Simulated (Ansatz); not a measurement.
Relaxation of CH$_{4}$BNO (8 atoms, charge 0, multiplicity 1), to a largest force component of 0.015 eV/Å in at most 40 steps.

These are results of Ansatz 0.2.0, RKS PBE-D4/def2-mTZVP, not measurements.

```xyz
8
Properties=species:S:1:pos:R:3
N -1.014 0.680 -0.545
B 0.299 0.079 -0.360
C 0.460 -1.036 0.700
O 1.658 -1.550 0.861
H -0.958 1.438 -1.324
H -1.290 1.252 0.323
H 1.244 0.414 -1.030
H -0.307 -1.333 1.320
```

Problem. Where does it end, and by what steps?

Solution. The run converged. After 9 steps the energy has fallen by 1.193 eV; H6 moved furthest, 0.58 Å.

| step | energy less start (eV) | largest force component (eV/Å) | accepted |
| --- | --- | --- | --- |
| 0 | 0.0000 | 6.415 | yes |
| 1 | -0.5585 | 2.656 | yes |
| 2 | -0.7374 | 2.417 | yes |
| 3 | -1.0427 | 1.556 | yes |
| 4 | -1.1570 | 0.466 | yes |
| 5 | -1.1891 | 0.128 | yes |
| 6 | -1.1914 | 0.092 | yes |
| 7 | -1.1924 | 0.037 | yes |
| 8 | -1.1926 | 0.018 | yes |
| 9 | -1.1926 | 0.003 | yes |

```xyz
8
Properties=species:S:1:pos:R:3
N -0.778 0.868 -0.465
B 0.405 0.133 -0.441
C 0.540 -0.959 0.718
O 1.516 -1.681 0.892
H -0.986 1.592 -1.149
H -1.531 0.732 0.211
H 1.264 0.324 -1.253
H -0.338 -1.067 1.431
```

Whether the end is a true minimum wasn't checked by a vibrational analysis.

Run time: 16 s on 1 CPU thread of a shared host.
